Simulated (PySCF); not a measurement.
## Molecular orbitals of GaCl

MN15 at R = 2.223 Å; basis Ga def2-TZVPPD, Cl def2-TZVPPD; no relativity; PySCF 2.14. State: ¹Σ⁺ (singlet), closed shell. Only the outer orbitals are listed, counted within each symmetry.

```json
{"orbital": "10σ", "occ.": "2", "ε (eV)": "-22.13", "on Ga (%)": "9", "main shells (%)": "90 Cl s"}
{"orbital": "11σ", "occ.": "2", "ε (eV)": "-12.22", "on Ga (%)": "48", "main shells (%)": "49 Cl p, 46 Ga s"}
{"orbital": "5π", "occ.": "2", "ε (eV)": "-9.65", "on Ga (%)": "6", "main shells (%)": "94 Cl p"}
{"orbital": "5π", "occ.": "2", "ε (eV)": "-9.65", "on Ga (%)": "6", "main shells (%)": "94 Cl p"}
{"orbital": "12σ", "occ.": "2", "ε (eV)": "-8.18", "on Ga (%)": "67", "main shells (%)": "47 Ga s, 32 Cl p, 18 Ga p"}
{"orbital": "6π", "occ.": "0", "ε (eV)": "-1.42", "on Ga (%)": "93", "main shells (%)": "91 Ga p"}
{"orbital": "6π", "occ.": "0", "ε (eV)": "-1.42", "on Ga (%)": "93", "main shells (%)": "91 Ga p"}
{"orbital": "13σ", "occ.": "0", "ε (eV)": "0.83", "on Ga (%)": "82", "main shells (%)": "63 Ga p, 14 Ga d, 13 Cl p"}
```

Question: Which are the highest filled and the lowest empty level, where do they sit, and how wide is the gap?

Answer: Highest filled 12σ at -8.18 eV (in %: 47 Ga s, 32 Cl p, 18 Ga p); lowest empty 6π at -1.42 eV (in %: 91 Ga p); the gap at MN15 is 6.76 eV.

The bond order (Mayer) is 1.05, the ⟨S²⟩ is 0.000 and the charge on Ga (Mulliken, basis-dependent) is 0.34. The charge on Ga (Löwdin, basis-dependent) is 0.22. The dipole moment (positive dipole means Ga(−)Cl(+)) is -2.47 D.
